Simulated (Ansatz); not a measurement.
Redistribution: Sn(CH3)2Cl2 + C2H2Cl2Sn → Sn(CH3)Cl3 + C3H5ClSn

Species: Sn(CH3)2Cl2 (dimethyltin dichloride), singlet; C2H2Cl2Sn `C#[C][SnH]([Cl])[Cl]`, singlet; Sn(CH3)Cl3 (methyltin trichloride), singlet; C3H5ClSn `C#[C][SnH]([CH3])[Cl]`, singlet. The partners trade CH3 for Cl; both sit on Sn, so the bond types are kept.

Shapes, held fixed at every level: PBE0-D4/def2-TZVP. Programs: Ansatz 0.2.0. The zero-point and thermal change to 298 K, harmonic and unscaled (PBE0-D4/def2-TZVP), is +0.1 kJ/mol.

| level | kind | ΔH(298 K) (kJ/mol) | less CCSD(T)/def2-TZVPP |
| --- | --- | --- | --- |
| HF/def2-SVP | Hartree–Fock | +2.0 | +2.0 |
| HF/def2-TZVPP | Hartree–Fock | +1.0 | +1.0 |
| SPW92/def2-TZVPP | LDA | -1.1 | -1.1 |
| r2SCAN-D4/def2-TZVPP | meta-GGA | -0.8 | -0.8 |
| B3LYP-D4/def2-TZVPP | global hybrid | -0.8 | -0.8 |
| wB97M-V/def2-TZVPP | range-separated hybrid | 0.0 | 0.0 |
| CCSD/def2-TZVPP | coupled cluster or CI | +0.4 | +0.4 |
| CCSD(T)/def2-TZVPP | coupled cluster or CI | 0.0 | 0.0 |

The highest level, CCSD(T)/def2-TZVPP, gives ΔH(298 K) = 0.0 kJ/mol; the levels span -1.1 to +2.0. That is about zero within the method's error. They disagree on the sign: 5 of 8 are positive. The column of differences is taken from that level and isn't an error. No measured value is set beside it here. For atoms past krypton def2 sets carry core potentials with scalar relativity. Correlated rows may include outer-core shells of Sn, which these sets cover unevenly.
